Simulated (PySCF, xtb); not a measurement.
AlCl2I, SMILES [Al]([I])([Cl])[Cl].

Harmonic wavenumbers (cm⁻¹) from GFN2-xTB (xtb 6.7.1) at its own minimum, in rising order: 98, 103, 196, 313, 558, 646.

Task: What does B3LYP-D3(BJ)/def2-SVP run with PySCF give at its own minimum? (The exact figures need the calculation; the answer reports its results.)

Result: 109, 127, 181, 284, 537, 620. Paired by order, the mean absolute difference is 21 cm⁻¹ and the zero-point energies are 2.7 and 2.7 kcal/mol.
